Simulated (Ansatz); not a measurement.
Input file for Ansatz (a program for electronic structure): R-r2SCAN/def2-TZVPPD on C2H4ClN (a complex). Files ending in .json are basis or fitting sets from the Basis Set Exchange.

Ansatz 0.2 input:
```yaml
crystal:
  periodic: [false, false, false]
  atoms:
    - {symbol: Cl, position_ang: [0.24530721, 1.00910989, -1.14696121]}
    - {symbol: H, position_ang: [0.25030765, 0.59688010, 0.08579232]}
    - {symbol: C, position_ang: [0.26675822, -0.84860920, 4.40908252]}
    - {symbol: C, position_ang: [0.26171059, -0.38812259, 3.03153117]}
    - {symbol: N, position_ang: [0.25803123, -0.02411345, 1.94358457]}
    - {symbol: H, position_ang: [-0.42718583, -1.68109459, 4.52621764]}
    - {symbol: H, position_ang: [1.26733008, -1.17983737, 4.68745030]}
    - {symbol: H, position_ang: [-0.03593447, -0.03916888, 5.07353538]}
basis:
  gaussian:
    orbitals: def2-TZVPPD.json
hamiltonian:
  xc: {name: r2SCAN}
scf: {lower_state_search: off}
```

The head of its log:

```
WARN ansatz: RAYON_NUM_THREADS=1 ignored (pool sized by the plan → 1); use --threads N
Functional definition: r2SCAN
these checks for a lower state are left out or cut short: stability, starts, cluster_reference, orbital_swaps, neighbouring_geometries, increment
integrals: 0.13 GiB planned
1087 factors; their error is unknown
mean field: 0.97 GiB planned
mean field evaluation 1: about -16143.8425 eV, gradient 5.6e1 eV
mean field evaluation 2: about -16138.1785 eV, gradient 7.3e1 eV
```

Problem. What total energy does the run end on?

Solution. -593.5210 hartree.
